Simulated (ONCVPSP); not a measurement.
## Plane-wave convergence, ONCV potential for nickel (Ni)

ONCVPSP 4.0.1 input, shortened (lines: element, Z, core and valence counts, functional; n l f; lmax; l rc ep ncon nbas qcut; lloc lpopt rc5 dvloc0; l nproj debl; icmod fcfact rcfact), PBEsol, fully relativistic:

```
  Ni 28.00    3    4  -116133      upf
    1    0    2.00
    2    0    2.00
    2    1    6.00
    3    0    2.00
    3    1    6.00
    3    2    8.00
    4    0    2.00
    2
    0    1.20    0.00    4    7    9.00
    1    0.90    0.00    4    7   14.40
    2    0.80    0.00    4    9   10.60
    4    3    0.60    0.00
    0    2    1.50
    1    1    0.60
    2    2    3.80
    3    5.00    1.75
```

Open shells are filled in proportion to 2j + 1.

**Question.** For each optimised wave give the share of its norm inside rc, the residual kinetic energy above qcut (Ha) and the cutoffs (Ha) for errors of 10, 1, 0.1 and 0.01 mHa per electron.

**Answer.**

| wave | norm inside rc | residual KE | 10 mHa | 1 mHa | 0.1 mHa | 0.01 mHa |
| --- | --- | --- | --- | --- | --- | --- |
| 3s | 0.936 | 4.8e-05 | 21.5 | 31.4 | 38.1 | 80.8 |
| 4s | 0.035 | 3.1e-05 | 8.8 | 26.9 | 36.2 | 59.3 |
| 3p j=3/2 | 0.698 | 1.9e-06 | 30.4 | 62.1 | 81.7 | 94.5 |
| 3p j=1/2 | 0.710 | 1.8e-06 | 31.2 | 59.8 | 81.0 | 94.2 |
| 3d j=5/2 | 0.446 | 1.0e-01 | 300.4 | 478.0 | 610.8 | 912.4 |
| d projector 2 j=5/2 | 0.058 | 4.5e-02 | 70.0 | 196.7 | 575.0 | 712.3 |
| 3d j=3/2 | 0.451 | 1.1e-01 | 302.9 | 478.7 | 612.2 | 914.4 |
| d projector 2 j=3/2 | 0.058 | 4.5e-02 | 70.1 | 197.3 | 575.3 | 713.8 |

The occupied waves need 479 Ha and 612 Ha for 1 and 0.1 mHa.
